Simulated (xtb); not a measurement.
Sn(H)(OMe) (CH₄OSn), SMILES C[O][SnH] (connectivity only; charge and spin as stated), neutral, multiplicity 1. All values are semi-empirical tight-binding results from xtb (GFN2-xTB unless named), good for trends rather than for accurate numbers. Coordinates come from a GFN2-xTB optimisation.

Optimised geometry:

Bonded distances (Å): Sn1–H2 1.909, Sn1–O3 1.994, O3–C4 1.404, C4–H5 1.092, C4–H6 1.093, C4–H7 1.091. Angles (°): H2–Sn1–O3 102.2, Sn1–O3–C4 147.4, O3–C4–H5 109.3, O3–C4–H6 109.1, O3–C4–H7 111.6, H5–C4–H6 108.8, H5–C4–H7 109.0, H6–C4–H7 109.1.

For metal compounds this method's bond lengths and energies can be far off.

Computed properties:
```json
{
  "orbital_gap": "3.42 eV",
  "zero_point_energy": "27.0 kcal/mol",
  "G − E(el) at 298.15 K (modified RRHO)": "8.3 kcal/mol"
}
```

Problem. Give the atomic charges and the Wiberg bond orders between heavy atoms. (An estimate is asked for; the answer gives what the named calculation found.)

Solution. charges (e) Sn1 0.42, H2 -0.18, O3 -0.41, C4 0.05, H5 0.04, H6 0.04, H7 0.04. Bond orders Sn1–O3 1.23, O3–C4 0.99.
